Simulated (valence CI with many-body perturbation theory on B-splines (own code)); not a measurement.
# Nb²⁺: calculated level list

Calculated by relativistic CI+MBPT: three valence electrons over a frozen Dirac-Fock core [Kr], a basis of 7 s, 7 p, 8 d, 6 f, 4 g, 1 h functions for each j, with the one-electron correlation potential Σ1 (screened to all orders), the two-electron term Σ2, the three-electron term Σ3, Breit, model QED; selected single and double excitations, second order for the rest, scaled by the run's own slope (own B-spline code, finite nucleus).

Against 24 measured levels this calculation errs by 551 cm⁻¹ on average and by 1058 at most. These come from a selection out of Shadmi, J. Res. Natl. Bur. Stand. 70A, 435 (1966). Levels without a partner in it may be off by more, other configurations by 1,000 to 8,000 cm⁻¹.

Levels 136 to 180 of 228, with energies above the lowest level, 4d3 4F_3/2. "Leading %" is the weight of the configuration and term that name the level; weights of strongly mixed levels are sums over their largest components and can fall short. In the jj column 3d3/2^4 stands for four electrons in 3d with j = 3/2.

```tsv
No.	Configuration	Term	J	E (eV)	Leading %	Second component	Leading jj
136	4d 5s 5p	2D°	5/2	15.387	50	32 % 4d 5s 5p 2F°	4d3/2 5s 5p3/2 (43 %)
137	4d 5s 5p	2F°	5/2	15.475	51	31 % 4d 5s 5p 2D°	4d5/2 5s 5p3/2 (40 %)
138	4d2 5d	2S	1/2	15.599	84	6 % 4d2 5d 2P	4d3/2 4d5/2 5d5/2 (30 %)
139	4d 5s 5p	2F°	7/2	15.636	83		4d5/2 5s 5p3/2 (59 %)
140	4d2 5d	2P	3/2	15.660	90		4d3/2 4d5/2 5d5/2 (44 %)
141	4d2 5d	2F	5/2	15.748	86	4 % 4d2 6s 2D	4d3/2 4d5/2 5d3/2 (38 %)
142	4d2 6s	2D	5/2	15.763	76	12 % 4d2 6s 4P	4d3/2 4d5/2 6s (54 %)
143	4d2 6s	2D	3/2	15.769	82	5 % 4d2 6s 2P	4d3/2 4d5/2 6s (47 %)
144	4d2 5d	2F	7/2	15.804	75	7 % 4d2 5d 2G	4d3/2 4d5/2 5d3/2 (34 %)
145	4d2 5d	2P	1/2	15.812	81	7 % 4d2 5d 2S	4d5/2^2 5d5/2 (61 %)
146	4d 5s 5p	2P°	1/2	15.840	80		4d3/2 5s 5p3/2 (59 %)
147	4d2 5d	2G	9/2	15.853	79	15 % 4d2 5d 4F	4d3/2 4d5/2 5d5/2 (56 %)
148	4d2 5d	2G	7/2	15.861	74	13 % 4d2 5d 2F	4d3/2 4d5/2 5d3/2 (30 %)
149	4d2 6s	4P	1/2	15.922	92		4d3/2^2 6s (48 %)
150	4d2 5d	4F	3/2	15.945	90		4d3/2^2 5d3/2 (39 %)
151	4d2 6s	4P	3/2	15.973	87		4d3/2 4d5/2 6s (86 %)
152	4d2 5d	4F	5/2	15.980	88	6 % 4d2 5d 4D	4d3/2 4d5/2 5d3/2 (49 %)
153	4d2 5d	2D	3/2	16.021	50	34 % 4d2 5d 4D	4d3/2 4d5/2 5d3/2 (32 %)
154	4d 5s 5p	2P°	3/2	16.026	79	5 % 4d2 4f 2P°	4d5/2 5s 5p3/2 (49 %)
155	4d2 5d	4F	7/2	16.031	78	9 % 4d2 5d 4D	4d3/2 4d5/2 5d5/2 (80 %)
156	4d2 6s	2P	1/2	16.058	62	20 % 4d2 5d 2P	4d3/2 4d5/2 6s (48 %)
157	4d2 5d	4D	5/2	16.065	40	30 % 4d2 6s 4P	4d3/2 4d5/2 5d5/2 (27 %)
158	4d2 5d	4D	1/2	16.090	80	7 % 4d2 5d 2P	4d3/2 4d5/2 5d3/2 (64 %)
159	4d2 6s	4P	5/2	16.090	49	25 % 4d2 5d 4D	4d5/2^2 6s (50 %)
160	4d2 5d	4D	3/2	16.111	42	16 % 4d2 5d 4P	4d3/2 4d5/2 5d3/2 (40 %)
161	4d2 5d	4F	9/2	16.124	78	16 % 4d2 5d 2G	4d5/2^2 5d5/2 (69 %)
162	4d2 5d	2F	5/2	16.128	92		4d3/2 4d5/2 5d3/2 (31 %)
163	4d2 6s	2P	3/2	16.154	40	12 % 4d2 5d 4D	4d5/2^2 6s (25 %)
164	4d2 5d	2F	7/2	16.164	53	26 % 4d2 5d 4D	4d5/2^2 5d3/2 (42 %)
165	4d2 5d	4D	7/2	16.176	54	36 % 4d2 5d 2F	4d5/2^2 5d5/2 (56 %)
166	4d2 5d	2D	5/2	16.181	43	29 % 4d2 5d 4P	4d3/2 4d5/2 5d5/2 (43 %)
167	4d2 5d	4P	1/2	16.240	48	21 % 4d2 5d 2P	4d3/2 4d5/2 5d3/2 (56 %)
168	4d2 5d	4P	3/2	16.270	39	33 % 4d2 6s 2P	4d5/2^2 6s (27 %)
169	4d2 6p	4G°	5/2	16.300	81	12 % 4d2 6p 2F°	4d3/2^2 6p1/2 (72 %)
170	4d2 5d	4P	5/2	16.314	55	20 % 4d2 5d 2D	4d5/2^2 5d5/2 (49 %)
171	4d2 5d	2G	7/2	16.316	50	45 % 4d2 6s 2G	4d3/2 4d5/2 6s (34 %)
172	4d2 6s	2G	9/2	16.333	52	41 % 4d2 5d 2G	4d3/2 4d5/2 6s (39 %)
173	4d2 6p	4F°	3/2	16.342	86	6 % 4d2 6p 2D°	4d3/2^2 6p1/2 (50 %)
174	4d2 5d	2P	1/2	16.348	50	33 % 4d2 5d 4P	4d5/2^2 5d3/2 (41 %)
175	4d2 5d	2D	3/2	16.387	41	19 % 4d2 5d 4P	4d3/2 4d5/2 5d5/2 (36 %)
176	4d2 5d	2D	5/2	16.391	88		4d5/2^2 5d3/2 (31 %)
177	4d2 6p	4F°	5/2	16.405	76	12 % 4d2 6p 2F°	4d3/2^2 6p3/2 (58 %)
178	4d2 6p	4G°	7/2	16.409	92		4d3/2 4d5/2 6p1/2 (46 %)
179	4d2 5d	2I	11/2	16.468	97		4d3/2 4d5/2 5d3/2 (60 %)
180	4d2 5d	2D	3/2	16.468	46	34 % 4d2 5d 2P	4d5/2^2 5d5/2 (66 %)
```

Names give the largest LS component (configuration and term), which can be under half, so a name can repeat, a term be missing and a line seem to break the LS rules; names also repeat where a configuration has a term twice.

Where two levels of one J and parity lie close, their mixing, g and order are uncertain.
